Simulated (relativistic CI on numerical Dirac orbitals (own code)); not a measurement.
These numbers are calculated, not measured: Dirac-Coulomb-Breit CI, separate exchange-only KLI orbitals for each configuration, a model potential for QED, valence Slater integrals scaled by 0.9, P86 correlation estimate, and configurations built on the next ion tied to the tabulated ionisation energy (semi-empirical) (own radial code, finite nucleus).

Configuration list (outside the closed core 1s2): 2s2 2p3, 2s2 2p2 3s, 2s2 2p2 3p, 2s2 2p2 3d, 2s2 2p2 4s, 2s 2p4, 2p5, 2p4 3s, 2p4 3p, 2p4 3d, 2s 2p3 3s, 2s 2p3 3p, 2s 2p3 3d, 2s2 2p2 4p, 2s2 2p2 4d, 2s2 2p2 4f, 2s2 2p 3s2, 2s2 2p 3s 3p, 2s 2p3 4s, 2s 2p3 4p, 2s2 2p 3p2, 2s2 2p 3s 3d, 2s 2p3 4d, 2s 2p3 4f. Levels of other configurations are missing.

Configurations that consist of the next ion and one excited electron were tied to the tabulated ionisation energy; Rydberg ones are usually within 1,000 to 3,000 cm⁻¹ and the lowest ones within about 6,000 (9,000 in d shells), while levels on excited terms of the next ion carry the error of that term, and the other configurations can be misplaced by 10,000 cm⁻¹ or more. Rates follow the energies as ν³ (E1, M1) or ν⁵ (E2), so rates, branching and lifetimes can be off by large factors.

Outline of the computed level scheme of S X. Lowest level of each configuration: 2s2 2p3 4S°_3/2 at 0.000 eV; 2s 2p4 4P_5/2 at 47.887 eV; 2p5 2P°_3/2 at 124.683 eV; 2s2 2p2 3s 4P_1/2 at 258.211 eV; 2s2 2p2 3p 2S°_1/2 at 270.600 eV; 2s 2p3 3s 6S°_5/2 at 283.485 eV; 2s2 2p2 3d 4F_3/2 at 287.149 eV.

Some strong electric-dipole decays among the lowest 45 levels: 2s2 2p2 3s 2P_1/2 → 2s2 2p3 2D°_3/2 (2.6e+11 s⁻¹); 2s2 2p2 3s 2P_3/2 → 2s2 2p3 2D°_5/2 (2.1e+11 s⁻¹); 2s2 2p2 3s 2D_5/2 → 2s2 2p3 2D°_5/2 (1.5e+11 s⁻¹); 2s2 2p2 3s 2D_3/2 → 2s2 2p3 2D°_3/2 (1.3e+11 s⁻¹); 2s2 2p2 3s 2S_1/2 → 2s2 2p3 2P°_3/2 (1.3e+11 s⁻¹); 2s2 2p2 3s 2P_3/2 → 2s2 2p3 2P°_3/2 (1.2e+11 s⁻¹); 2s2 2p2 3s 4P_5/2 → 2s2 2p3 4S°_3/2 (1.2e+11 s⁻¹); 2s2 2p2 3s 4P_3/2 → 2s2 2p3 4S°_3/2 (1.2e+11 s⁻¹).
